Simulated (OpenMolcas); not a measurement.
Ir5+ among 6 point charges of -1.7 e arranged as a trigonal antiprism (D3d), 1.83 Å from the ion, with a polar angle of 61.3° against the regular 54.74°.

```json
{
 "Program": "OpenMolcas 26.06",
 "Method": "CASSCF",
 "Basis": "ANO-RCC-VDZP [7s6p4d2f]",
 "Scalar Hamiltonian": "DKH2, point nucleus",
 "Active space": "4 electrons in 5 orbitals (5d)",
 "State averaging": "2S+1 = 5 even, 5 roots; 2S+1 = 3 even, 45 roots; 2S+1 = 1 even, 50 roots",
 "Spin-orbit coupling": "state interaction with AMFI integrals over the reference wave functions"
}
```

**Question.** What is the spin-free ground state (labels of D3, the rotations of D3d)?

**Answer.** 5E, 2-fold in its orbital part, 100 % from free-ion D terms; it has the highest spin that d4 allows.

**Question.** Where is the first state of the same spin?

**Answer.** 5E at 11700 cm-1 above the ground state.

**Question.** What are the lowest two levels with spin-orbit coupling?

**Answer.** A 1-fold level A1, then a 1-fold level A2 3746 cm-1 above it. Their leading multiplicities are 5 (60 %) and 5 (84 %).

**Question.** What is χT at 300 K?

**Answer.** 0.08 cm3 K/mol.

Spin-orbit coupling mixes the spin-free states strongly: the lowest level takes only 49 % from its leading state, 5E. Without dynamic correlation the repulsion within the d shell is too large (B by tens of per cent), so at a given field states of lower spin stand too high. This shell can be high or low spin here, a state of another spin lies low, and with metal d orbitals alone active their balance is uncertain, so the ground spin may be wrong. Point charges give a weaker field than real ligands, and real ions of this kind are as a rule low spin; the high spin found here belongs to the model. Point charges carry no covalency, so the field is a model and not that of real ligands. No measured value stands beside these numbers.
